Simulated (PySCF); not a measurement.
TeF4, optimised at GFN2-xTB:

```xyz
5

Te    -0.4409    -0.3994     0.3164
F     -0.9496     0.0612    -1.4934
F      0.9563    -1.2759    -0.6960
F      1.1329     0.1618     1.2933
F     -0.7731     1.4987     0.4962
```

Method: PySCF energies (xtb for GFN2) plus ideal-gas RRHO corrections (1 bar). All species are closed-shell singlets. Te: scalar-relativistic def2 core potential, no spin-orbit coupling. Warning, point group unlike the PBE0 one: TeF4 (GFN2-xTB).

Problem. List the harmonic frequencies (cm⁻¹, unscaled) at this level and at the other levels, each on its own geometry.

Solution. 
- GFN2-xTB: 83, 225, 229, 229, 272, 451, 469, 469, 497
- PBE/def2-SVP: 109, 150, 235, 248, 269, 569, 616, 642, 642
- PBE0/def2-TZVP: 120, 185, 278, 302, 319, 587, 616, 692, 703
